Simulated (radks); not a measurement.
Results of a calculation; reference values are marked as such.
Isoelectronic series with 33 electrons, each ion in its NIST ground configuration. Level of theory: scalar-relativistic Kohn-Sham, PBE, spin-unpolarised, spherical densities, point nucleus (a radial shooting solver on a logarithmic mesh with Libxc functionals). Total energies (hartree) and mean radii <r> (bohr):

| ion | configuration | E (hartree) | 4p | 4s | 3d | 3p |
|---|---|---|---|---|---|---|
| As | [Ar] 3d10 4s2 4p3 | -2260.80654 | 2.555 | 1.939 | 0.6783 | 0.6172 |
| Kr3+ | [Ar] 3d10 4s2 4p3 | -2787.45251 | 1.663 | 1.465 | 0.5535 | 0.5400 |
| Mo9+ | [Ar] 3d10 4s2 4p3 | -4024.77634 | 1.084 | 1.018 | 0.4112 | 0.4285 |
| Rh12+ | [Ar] 3d10 4s2 4p3 | -4736.60746 | 0.9338 | 0.8886 | 0.3656 | 0.3877 |
| Cd15+ | [Ar] 3d10 4s2 4p3 | -5511.64234 | 0.8225 | 0.7896 | 0.3294 | 0.3537 |
| Sb18+ | [Ar] 3d10 4s2 4p3 | -6350.86934 | 0.7359 | 0.7107 | 0.2999 | 0.3250 |
| Xe21+ | [Ar] 3d10 4s2 4p3 | -7255.40366 | 0.6663 | 0.6462 | 0.2753 | 0.3004 |
| La24+ | [Ar] 3d10 4s2 4p3 | -8226.4910 | 0.6089 | 0.5923 | 0.2545 | 0.2791 |
| Nd27+ | [Ar] 3d10 4s2 4p3 | -9265.5160 | 0.5607 | 0.5464 | 0.2366 | 0.2605 |
| Eu30+ | [Ar] 3d10 4s2 4p3 | -10374.0143 | 0.5196 | 0.5069 | 0.2211 | 0.2442 |
